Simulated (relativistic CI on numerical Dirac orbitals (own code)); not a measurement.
Method of calculation: Dirac-Coulomb-Breit CI, orbitals from a KLI potential per configuration, model QED (radiative potential, 1s self-energy scaled to tabulated hydrogen-like ionisation energies), unscaled Slater integrals (own radial code, finite nucleus).

CI space (outside the closed core [Ne]): 3s2, 3s 3p, 3p2, 3s 3d, 3d2, 3p 3d, 3p 4s, 3d 4s, 3s 4s, 3s 4p, 3s 4d, 3s 4f, 3s 5s, 3s 5p, 3s 5d, 4s2, 3s 5f, 3s 5g, 3s 6s, 3s 6p, 3s 6d. Levels of other configurations are missing.

At this charge energies of transitions that change n are usually good to better than 1 %, and those within a shell (Δn = 0) to a few per cent.

Outline of the computed level scheme of Hf LXI. Lowest level of each configuration: 3s2 1S_0 at 0.00 eV; 3s 3p 3P°_0 at 133.33 eV; 3p2 3P_0 at 319.61 eV; 3s 3d 3D_1 at 664.66 eV; 3p 3d 3F°_2 at 808.53 eV; 3d2 3F_2 at 1342.43 eV; 3s 4s 3S_1 at 2994.81 eV; 3s 4p 3P°_0 at 3064.72 eV; 3p 4s 3P°_1 at 3151.67 eV.

Some strong electric-dipole decays among the lowest 43 levels: 3s 4s 1S_0 → 3s 3p 1P°_1 (4.3e+13 s⁻¹); 3s 4p 1P°_1 → 3s2 1S_0 (4.1e+13 s⁻¹); 3p 4s 3P°_0 → 3p2 3P_1 (4.0e+13 s⁻¹); 3s 4s 3S_1 → 3s 3p 3P°_2 (3.5e+13 s⁻¹); 3s 4p 3P°_1 → 3s2 1S_0 (3.4e+13 s⁻¹); 3p 4s 3P°_1 → 3p2 1D_2 (2.8e+13 s⁻¹); 3s 4s 3S_1 → 3s 3p 3P°_1 (1.1e+13 s⁻¹); 3s 4s 1S_0 → 3s 3p 3P°_1 (1.1e+13 s⁻¹).

LS names give the leading component of a level, which can be under half, so a name can repeat, a term be missing and a line seem to break the LS rules.
